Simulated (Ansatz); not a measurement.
`C=CSC[SiH3]` + `[OH][GeH2][OH]` → `[OH][GeH2][O][SiH3]` + `C=CSC`  (ligand exchange at the Si–C bond)

Program: Ansatz. Geometries: PBE0-D4/def2-TZVP. ΔE: electronic, gas phase. CCSD(T)/CBS is the MP2 limit (def2-TZVPP, def2-QZVPP) plus CCSD(T) − MP2 in def2-TZVPP, frozen cores. DFT in def2-TZVPP. B3LYP here is the variant with VWN-RPA as its local correlation; programs differ in this. For Ge outer-core shells are correlated without core-valence functions, which leaves a few kJ/mol of doubt a bond. Scalar relativity is left out up to krypton. Each species was taken in one conformer, which may not be the lowest.

```json
{"level": "PBE0-D4", "ΔE (kJ/mol)": "-102.1"}
{"level": "B3LYP-D4", "ΔE (kJ/mol)": "-112.4"}
{"level": "ωB97M-V", "ΔE (kJ/mol)": "-109.6"}
{"level": "B2PLYP", "ΔE (kJ/mol)": "-116.5"}
{"level": "r2SCAN", "ΔE (kJ/mol)": "-110.1"}
{"level": "MP2/def2-TZVPP", "ΔE (kJ/mol)": "-111.6"}
{"level": "MP2/def2-QZVPP", "ΔE (kJ/mol)": "-111.4"}
{"level": "HF/CBS(def2)", "ΔE (kJ/mol)": "-140.0"}
```

(1) What does CCSD(T)/CBS give? (Estimate.)

Largest T1 diagnostic among the species: 0.012.

## Answers

(1) The calculation gave: -110.2 kJ/mol. The listed levels differ from it by 8.1, -2.2, 0.6, -6.3, 0.1, -1.4, -1.2, -29.8 kJ/mol.

The D4 term adds +4.4 kJ/mol with B3LYP and +2.4 kJ/mol with PBE0; it sums over pairs of atoms, weighted by their polarisabilities, and B3LYP, whose exchange is more repulsive, gets the larger term. From PBE to PBE0 (25 % exact exchange), in def2-TZVPP and without D4, ΔE moves by −6.2 kJ/mol.
